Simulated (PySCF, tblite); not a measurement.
`C=C/C(=C/C)C(=O)F`. The geometry is computed with GFN2-xTB (gas phase).

```
atom  x, y, z in Å
C1    -1.1692    2.1918   -0.8818
C2    -0.3062    1.1985   -1.0491
C3     0.0138    0.1704   -0.0586
C4     0.5303   -1.0135   -0.4444
C5     0.8933   -2.1661    0.4122
C6    -0.2066    0.4408    1.3657
O7    -0.4598   -0.3071    2.2505
F8    -0.0388    1.7648    1.6742
H9    -1.3636    2.8965   -1.6714
H10   -1.7125    2.3459    0.0343
H11    0.1909    1.0735   -2.0024
H12    0.7043   -1.1549   -1.5050
H13    0.9598   -1.8967    1.4616
H14    0.1258   -2.9353    0.3144
H15    1.8341   -2.6004    0.0778
```

Question: What is the repulsion energy of the bare nuclei, Σ ZA·ZB/RAB?

Answer: 357.30 Eh over 105 pairs, with full nuclear charges and distances in bohr; the largest single term is 21.42 Eh (C6 with O7).

Question: Which two atoms are farthest apart?

Answer: H9···H15, 6.60 Å; the next longest distance is 6.34 Å.

Question: Work out the bond lengths C1=C2, C1–H10, C4–C5, C4–H12, C5–H13, C5–H14, C5–H15, C6–F8 in Å.

Answer: For C1=C2 the difference vector is (0.8630, -0.9933, -0.1673) Å, of length 1.3264 Å. C1=C2 1.326; C1–H10 1.076; C4–C5 1.481; C4–H12 1.084; C5–H13 1.085; C5–H14 1.091; C5–H15 1.089; C6–F8 1.370 Å.

Question: How far are the heavy atoms from their best plane (unweighted least squares)?

Answer: 0.312 Å rms; C1 0.37, C2 0.09, C3 0.05, C4 0.11, C5 0.06, C6 0.03, O7 0.51, F8 0.60 Å (magnitudes).

Question: Where is the centre of mass (commonest isotopes), and what is the radius of gyration?

Answer: Mass 114.048 u; centre at (-0.090, 0.317, 0.496) Å; Rg = √(Σ m r²/M) = 1.967 Å. As Ia + Ib + Ic = 2 Σ m r², the three principal moments sum to 882.3 u·Å².

Question: Give the dihedral angles H12–C4–C5–H14, C4–C3–C6–O7, H11–C2–C3–C4, H12–C4–C5–H13.

Answer: H12–C4–C5–H14 -76° (synclinal); C4–C3–C6–O7 -30°; H11–C2–C3–C4 -19° (synperiplanar); H12–C4–C5–H13 164° (antiperiplanar). Dihedral signs follow IUPAC: positive where, seen along the central bond, the front bond turns clockwise onto the rear one.

Question: What are the angles C2–C1–H10, H9–C1–H10, C2–C1–H9, H13–C5–H15, H13–C5–H14?

Answer: From the scalar product of the two bond vectors; for C2–C1–H10 it is -0.7752 Å² over 1.3264 × 1.0762 Å², cos θ = -0.5431. C2–C1–H10 122.9°; H9–C1–H10 116.1°; C2–C1–H9 121.0°; H13–C5–H15 110.1°; H13–C5–H14 107.7°.

Question: Write the matrix of distances between heavy atoms (Å, lower triangle).

Answer: 
```
C1    0.000
C2    1.326  0.000
C3    2.483  1.463  0.000
C4    3.654  2.441  1.348  0.000
C5    4.992  3.859  2.541  1.481  0.000
C6    3.007  2.533  1.466  2.436  2.986  0.000
O7    4.069  3.630  2.405  2.957  2.944  1.186  0.000
F8    2.827  2.794  2.355  3.540  4.232  1.370  2.191  0.000
```

Its GFN2-xTB frequencies are all real (lowest 41 cm⁻¹). One conformer, not necessarily the lowest.
